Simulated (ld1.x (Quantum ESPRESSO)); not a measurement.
# What the settings do to the TM potential of Ga

Base potential:

- Element: Ga (Z = 31)
- Generator: ld1.x (Quantum ESPRESSO) 7.5
- Type: norm-conserving Troullier–Martins (Kleinman–Bylander form)
- Functional: LDA (PZ)
- Relativity: scalar-relativistic
- Frozen core: [Ar] 3d10
- Valence charge: 3
- Reference configuration: 4s2 4p1
- Partial waves: 4s (bound): rc 1.95 bohr; 4p (bound): rc 2.40 bohr
- Local potential: all-electron potential smoothed inside 1.65 bohr (lloc = -1)
- Core correction: none

All-electron outer shells of the reference configuration (LDA (PZ), scalar-relativistic, ld1.x):

```csv
shell,level (eV),outermost node (bohr),outermost maximum (bohr)
3p,-98.65,0.24,0.56
3d,-19.40,–,0.53
4s,-9.17,0.81,1.87
4p,-2.74,0.87,2.53
```

Cutoffs, loose and tight: the cutoffs (Ry, on a coarse ladder) from which the occupation-weighted sum of valence levels, in a spherical-Bessel basis at the reference potential, stays within 10 and 1 mRy of its value at 400 Ry. They do not see the model core or the augmentation charge, which bear on the density cutoff. Test errors are all-electron minus pseudo excitation energies from the reference, over the configurations 4s2 4p0; 4s1 4p0; 4s2 4p0.5; 4s1 4p2; 4s0 4p3; 4s1 4p1; 4s2 4p1.3 (two spin-polarised tests are not counted in the largest error). A dash means not determined; rows that change the core or the reference have their own tests. The largest error is taken over the tests solved by every variant that gives reliable tests at all: 4s0 4p3; 4s1 4p1; 4s1 4p2; 4s2 4p0; 4s2 4p0.5; 4s2 4p1.3.

A true bound ghost makes a file unfit for plane-wave use even where its test errors are small: the radial tests pick states by their node count and pass the ghost by. Where a test does run into it, the solver fails or the error is huge.

| change | outcome | cutoff, loose | cutoff, tight | bound ghosts | largest test error (meV) |
| --- | --- | --- | --- | --- | --- |
| base | generated | 15 Ry | 35 Ry | none | +78 |
| all radii scaled by about 0.79 (s 1.54, p 1.88 bohr); local potential all-electron potential smoothed inside 1.30 bohr (lloc = -1) | generated | 15 Ry | 40 Ry | s | +78 |
| all radii scaled by about 0.91 (s 1.78, p 2.20 bohr); local potential all-electron potential smoothed inside 1.52 bohr (lloc = -1) | generated | 15 Ry | 35 Ry | none | +79 |
| all radii scaled by about 1.03 (s 2.02, p 2.48 bohr); local potential all-electron potential smoothed inside 1.70 bohr (lloc = -1) | generated | 12 Ry | 35 Ry | none | +78 |
| all radii scaled by about 1.14 (s 2.22, p 2.74 bohr); local potential all-electron potential smoothed inside 1.88 bohr (lloc = -1) | generated | 12 Ry | 30 Ry | none | +72 |
| all radii scaled by about 1.23 (s 2.40, p 2.94 bohr); local potential all-electron potential smoothed inside 2.02 bohr (lloc = -1) | generated | 10 Ry | 25 Ry | none | +62 |
| all radii scaled by about 1.39 (s 2.72, p 3.34 bohr); local potential all-electron potential smoothed inside 2.30 bohr (lloc = -1) | generated | 8 Ry | 18 Ry | none | +38 |

Reading the sweep of the scale of all radii (base = 1) (base included, trends over the rows without a ghost): The loose cutoff falls from 15 Ry at 0.91 to 8 Ry at 1.39. A larger radius leaves more room for a smooth pseudo-wave, so fewer plane waves are needed; a smaller one forces it to follow the all-electron wave where it bends sharply. The median size of the test errors (rows with all tests solved) falls from 16.1 meV at 0.91 to 10.4 meV at 1.39. This runs against the usual rule that a larger radius transfers worse; these runs do not show why. Bound ghosts are found at 0.79.
